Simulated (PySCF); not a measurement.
## Sulfur: a sound run and one with changed settings

Sound run: S²⁺ [Ne] 3s2 3p2, S³⁺ [Ne] 3s2 3p1. All numbers are calculated (PySCF 2.14, the spin-free X2C one-electron Hamiltonian (Gaussian nucleus), in cc-pVDZ-DK (4s3p1d, 18 functions)). In the sound run the correlated levels freeze [Ne]. The sound run starts from symmetry-adapted Hartree-Fock orbitals and uses a fine grid where one is needed.

Changed run: the non-relativistic Hamiltonian (point nucleus). This setting is unsound on purpose.

```
species   method  sound run (hartree)  changed run (hartree)  converged
    S²⁺      UHF           -397.40362             -396.06515        yes
    S²⁺   M06-2X           -397.94914             -396.61102        yes
    S²⁺   r2SCAN           -397.91939             -396.58159        yes
    S²⁺      MP2           -397.45603             -396.11762        yes
    S²⁺  CCSD(T)           -397.47824             -396.13998        yes
    S³⁺      UHF           -396.14957             -394.81110        yes
    S³⁺   M06-2X           -396.67670             -395.33842        yes
    S³⁺   r2SCAN           -396.63348             -395.29559        yes
    S³⁺      MP2           -396.19066             -394.85227        yes
    S³⁺  CCSD(T)           -396.21173             -394.87355        yes
```

Ionisation energy of S²⁺:

```json
{"method": "UHF", "sound run (eV)": "34.124", "changed run (eV)": "34.124"}
{"method": "M06-2X", "sound run (eV)": "34.625", "changed run (eV)": "34.629"}
{"method": "r2SCAN", "sound run (eV)": "34.991", "changed run (eV)": "34.994"}
{"method": "MP2", "sound run (eV)": "34.432", "changed run (eV)": "34.432"}
{"method": "SCS-MP2", "sound run (eV)": "34.355", "changed run (eV)": "34.354"}
{"method": "CCSD", "sound run (eV)": "34.456", "changed run (eV)": "34.454"}
{"method": "CCSD(T)", "sound run (eV)": "34.464", "changed run (eV)": "34.461"}
```

Most of the change in total energy is the relativistic energy itself. On top of that the contraction fixes the core shape for the Hamiltonian it was made with, so the changed run is not a good calculation with the other Hamiltonian either.

For comparison, NIST gives 34.86 ± 0.04 eV between the lowest levels.
